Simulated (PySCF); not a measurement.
Scan of O₂Si, singlet: symmetric bend, bond length relaxed. Scanned: O-Si-O angle. Other coordinates (Si-O bond length) were minimised at PBE0/def2-TZVP.

Method: CCSD(T) on RHF/cc-pVTZ, 7 core orbitals frozen run with PySCF.

Scanned values (°): 180, 170, 160, 150, 140, 130, 120, 110, 100, 90, 80.

Locate the minima and the barriers on this grid.

Lower than their neighbours: 180° (0.0 kJ/mol, end of the scan). Higher than their neighbours: 80° (487.4 kJ/mol, end of the scan). The whole profile spans 487.4 kJ/mol.
